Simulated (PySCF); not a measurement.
## WN(OH)₂: from structure and modes to constants

These are results of UPBE0/[W def2-TZVP with ECP60, N def2-TZVP, O def2-TZVP, H def2-TZVP], scalar-relativistic core potentials, density fitting, no spin–orbit coupling, PySCF, not measurements.

The doublet minimum has Cs symmetry. Masses (u): W 183.95093, N 14.00307, O 15.99492, H 1.00782.

```xyz
6
charge 0 multiplicity 2, angstrom
W     0.0153    0.0810    0.0060
N    -0.0585   -0.3092    1.6215
O     1.6176   -0.6068   -0.7278
O    -1.7274    0.0261   -0.7278
H     2.2459   -1.1371   -0.2329
H    -2.5061   -0.2379   -0.2329
```

Harmonic wavenumbers (cm⁻¹): 114.7 (a', ×1), 208.0 (a', ×1), 299.8 (a'', ×1), 509.7 (a'', ×1), 512.8 (a', ×1), 660.4 (a'', ×1), 680.4 (a', ×1), 718.0 (a', ×1), 730.8 (a'', ×1), 1151.5 (a', ×1), 3899.7 (a'', ×1), 3902.9 (a', ×1).

Find the principal moments of inertia and the rotational constants. What kind of rotor is it?

About the centre of mass I = 60.295, 110.89, 158.35 u Å². With B = 16.8576/I this gives 0.2796, 0.152, 0.1065 cm⁻¹. The molecule is an asymmetric top with κ = -0.47.

Find the vibrational entropy and heat capacity at 298.15 K.

With u = 1.43878 ω/T, each mode gives S = R[u/(eᵘ−1) − ln(1−e⁻ᵘ)] and C = R u² eᵘ/(eᵘ−1)².
```csv
ω (cm⁻¹),u,S (J/(mol K)),C (J/(mol K))
114.7,0.553,13.34,8.11
208.0,1.004,8.62,7.65
299.8,1.447,5.93,7.00
509.7,2.460,2.65,5.14
512.8,2.475,2.62,5.11
660.4,3.187,1.49,3.79
680.4,3.284,1.38,3.63
718.0,3.465,1.19,3.33
730.8,3.527,1.14,3.23
1151.5,5.557,0.21,1.00
3899.7,18.819,0.00,0.00
3902.9,18.834,0.00,0.00
```
The sums over all modes are S = 38.6 and C = 48.0 J/(mol K); the softest mode gives 35 % of the entropy.

Give the standard entropy (298.15 K, 1 bar) by its translational, rotational, vibrational and spin parts, and Cp.

Sackur–Tetrode with M = 231.96 u gives 176.8; rotation with symmetry number 1 gives 106.2; vibration 38.6; spin R ln 2 = 5.8. The total is 327.3 J/(mol K), and Cp = 4 R + 48.0 = 81.2 J/(mol K).

Other isomers or separated fragments may lie lower. Open d and f shells are described by one determinant, and the ground state may have another occupation or spin. With an element this heavy the missing spin–orbit coupling can shift these numbers.
